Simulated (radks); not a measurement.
Question: These are the eigenvalues of the occupied orbitals of an atom or ion with whole-number occupations (eV). Calculated with a radial shooting solver on a logarithmic mesh with Libxc functionals: Dirac Kohn-Sham, PBE, spin-unpolarised, spherical densities, point nucleus.

orbital  eigenvalue
1s1/2     -7610.639
2s1/2     -917.5147
2p1/2     -798.4416
2p3/2     -783.6144
3s1/2     -121.4540
3p1/2      -85.9543
3p3/2      -84.1069
3d3/2      -27.1816
3d5/2      -26.9835

Which element is it, and in what charge state? The configuration may be excited. Open shells, if any, are shared by 2j + 1.

Answer: Z = 27, cobalt, charge +2: Co2+ in [Ar] 3d7. The list shows which subshells hold electrons but not how many an open one holds; the 1s level, -279.69 hartree, gives Z - s = 23.7 by -(Z - s)^2/2, which with screening and relativity narrows Z to a few neighbours, and the depths of the outer levels then fix element, charge and occupations together.
